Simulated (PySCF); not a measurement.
## Krypton: a sound run and one with changed settings

Sound run: Kr²⁺ [Ar] 3d10 4s2 4p4, Kr³⁺ [Ar] 3d10 4s2 4p3. All numbers are calculated (PySCF 2.14, the spin-free X2C one-electron Hamiltonian (Gaussian nucleus), in cc-pVDZ-DK). The sound run starts from symmetry-adapted Hartree-Fock orbitals and uses a fine grid where one is needed.

Changed run: radial step 0.8 in ln r (0.13 in the sound run). This setting is unsound on purpose.

| species | method | sound run (hartree) | changed run (hartree) | converged |
| --- | --- | --- | --- | --- |
| Kr²⁺ | UHF | -2786.71225 | -2786.71225 | yes |
| Kr²⁺ | TPSS | -2788.38874 | -2788.24295 | yes |
| Kr²⁺ | MN15 | -2790.29257 | -2791.30714 | yes |
| Kr³⁺ | UHF | -2785.45422 | -2785.45422 | yes |
| Kr³⁺ | TPSS | -2787.08442 | -2786.89505 | yes |
| Kr³⁺ | MN15 | -2788.99212 | -2789.99653 | yes |

Ionisation energy of Kr²⁺:

| method | sound run (eV) | changed run (eV) |
| --- | --- | --- |
| UHF | 34.233 | 34.233 |
| TPSS | 35.492 | 36.678 |
| MN15 | 35.387 | 35.663 |

A coarse radial grid mis-integrates the density and the exchange-correlation energy, with errors of either sign; Hartree-Fock needs no grid.

For comparison, NIST gives 35.838 ± 0.02 eV between the lowest levels.
